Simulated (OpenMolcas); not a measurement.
**Ar IV: effect of the IPEA shift**

```json
{"Program": "OpenMolcas", "Basis": "ANO-RCC-VTZP [5s4p2d1f]", "Scalar Hamiltonian": "DKH2, point nucleus", "Active space": "5 electrons in 9 orbitals (RAS2 3s 3p; RAS3 3d, at most 2 electrons)", "State averaging": "2S+1 = 4 odd, 1 root; 2S+1 = 2 odd, 11 roots; 2S+1 = 4 even, 3 roots; 2S+1 = 2 even, 9 roots", "Spin-orbit coupling": "RASSI with atomic mean-field integrals over the reference wave functions, term energies averaged over their components"}
```

Methods on the same reference wave functions:
A. RASSCF
B. MS-RASPT2, IPEA 0 Eh, imaginary shift 0.1 Eh (closed shells correlated: 2s 2p)
C. MS-RASPT2, IPEA 0.25 Eh, imaginary shift 0.1 Eh (closed shells correlated: 2s 2p)

Energies in cm⁻¹ above 3s² 3p³ ⁴S°_3/2, the measured ground level; measured values from Saloman, J. Phys. Chem. Ref. Data 39, 033101 (2010).

```tsv
Level	A	B	C	Measured
3s² 3p³ ⁴S°_3/2	0.0	0.0	0.0	0.0
3s² 3p³ ²D°_3/2	25053	21980	22030	21091
3s² 3p³ ²D°_5/2	25156	22080	22130	21220
3s² 3p³ ²P°_1/2	39219	36090	36170	34855
3s² 3p³ ²P°_3/2	39326	36200	36290	35032
3s 3p⁴ ⁴P_5/2	118380	118400	118430	117563
3s 3p⁴ ⁴P_3/2	119248	119270	119290	118516
3s 3p⁴ ⁴P_1/2	119745	119760	119790	119043
3s 3p⁴ ²D_3/2	152495	149900	150090	145921
3s 3p⁴ ²D_5/2	152528	149940	150130	145999
```

Deviations, from unrounded energies. A percentage is the sum of absolute deviations over the sum of measured energies, with the sign that they share, or ± where signs differ.

| Against measurement | Levels | A | B | C |
| --- | --- | --- | --- | --- |
| mean absolute deviation (cm-1) | 9 | 3500 | 1600 | 1700 |
| other terms of the ground configuration (%) | 4 | +14.8 | +3.7 | +3.9 |
| other configurations (%) | 5 | +2.4 | +1.6 | +1.7 |

B, C lie about equally close to measurement and A furthest from it. The largest miss of B in the table is 3s 3p⁴ ²D_3/2, by +4000 cm-1. The ranking rests on the paired levels alone, and a cruder setting can come out closer through cancelling errors.

Between B and C the level of the table that moves most is 3s 3p⁴ ²D_3/2, by 190 cm-1 (lowest in B, highest in C). Moves below CASPT2's spread within the term are not significant.

The mean deviations of B to C differ by less than CASPT2's widest spread within a term (140 cm-1), so their order carries little weight.

From A to B the spin-free energies of the other terms of 3s² 3p³ shown, above ⁴S°, scale by factors of 0.88 to 0.92.

The lowest spin-free term lies below A's lowest term by 0.058 hartree in B, 0.057 hartree in C.

CASPT2 does not keep the components of a term degenerate, so their means are used; among the terms shown or strongly mixed into the levels shown the widest spread is 140 cm-1 (3s 3p⁴ ²D, C). The run also gave levels led by 3s² 3p² 3d, which use shells meant for correlation; these and all levels above them are left out. Some terms mix strongly with configurations of 3d, whose occupation reaches 0.26 (3s 3p⁴ ²D). Computed and measured levels are paired by configuration, term and J; levels that our copy of the source lacks, or whose pairing is in doubt (as where it misses far off the trend of its configuration), stay unpaired and out of the deviations. Only configurations of the active space appear. The table leaves out levels that lie high or whose names do not pair safely across all columns.

° marks odd parity.
